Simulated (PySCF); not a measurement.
Isomers of [C6H15P2]+ (charge +1), from PBE0-D3(BJ)/def2-SVP geometry optimisation, gas phase (PySCF 2.14.0). One conformer each, no zero-point energy, no frequencies.

**Question.** Which is lower in electronic energy at this level?
A. `[CH2:1]=[CH:2][CH2:3][P@@+:4]([CH3:5])([PH2:6])[CH2:7][CH3:8]` (charge +1) with C1–C2–C3–P4 105°, C2–C3–P4–C5 -61°, C3–P4–P6–H 70° and 165°, C3–P4–C7–C8 -63°: A = 1641, B = 961.8, C = 839.8 MHz, dipole 2.43 D
B. `[CH3:1][CH2:2][C@@H:3]1[C@H:4]([CH2:5][CH3:6])[P@@H+:7]1[PH2:8]` (charge +1) with C1–C2–C3–C4 -80°, C3–C4–C5–C6 -156°, C4–P7–P8–H 109° and -156°: A = 1452, B = 1070, C = 799.7 MHz, dipole 2.98 D

**Answer.** A. That is `C=CC[P@@+](C)(P)CC`, 20.6 kcal/mol below the other.

```csv
SMILES,mapped SMILES,E (Eh),relative (kcal/mol),relative (kJ/mol),dipole about centre of mass (D)
C=CC[P@@+](C)(P)CC,[CH2:1]=[CH:2][CH2:3][P@@+:4]([CH3:5])([PH2:6])[CH2:7][CH3:8],-919.22728,0.0,0.0,2.43
CC[C@@H]1[C@H](CC)[P@@H+]1P,[CH3:1][CH2:2][C@@H:3]1[C@H:4]([CH2:5][CH3:6])[P@@H+:7]1[PH2:8],-919.19442,20.6,86.3,2.98
```

As drawn, the higher has a three-membered ring, which the lower lacks.
